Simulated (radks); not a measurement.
Values are calculated unless marked as measured or tabulated.
Question: Tb2+, configuration [Xe] 4f8.5 6p0.5 (fractional occupations, a model configuration). Code: a radial shooting solver on a logarithmic mesh with Libxc functionals. Model: Dirac Kohn-Sham, BLYP, spin-unpolarised, spherical densities, finite nucleus; open shells are shared between the two j in proportion to 2j + 1; Fermi nuclear charge, rms radius 5.06 fm.

Spin-orbit splittings of the eigenvalues, e(l+1/2) - e(l-1/2), with zeta = 2 splitting/(2l+1) and mean radii in bohr:

| shell | occ. | splitting (eV) | zeta (eV) | <r> j=l-1/2 | <r> j=l+1/2 |
|---|---|---|---|---|---|
| 2p | 6 | 746.8 | 497.9 | 0.07589 | 0.08284 |
| 3p | 6 | 154.1 | 102.8 | 0.2286 | 0.2418 |
| 3d | 10 | ? | ? | 0.2141 | 0.2182 |
| 4p | 6 | 34.40 | 22.94 | 0.5524 | 0.5825 |
| 4d | 10 | 6.222 | 2.489 | 0.6168 | 0.6275 |
| 4f | 8.5 | 0.8190 | 0.2340 | 0.8530 | 0.8673 |
| 5p | 6 | 4.603 | 3.069 | 1.473 | 1.569 |
| 6p | 0.5 | 0.6114 | 0.4076 | 3.966 | 4.157 |

Estimate the 3d splitting.

Answer: 33.63 eV (zeta = 13.45 eV).
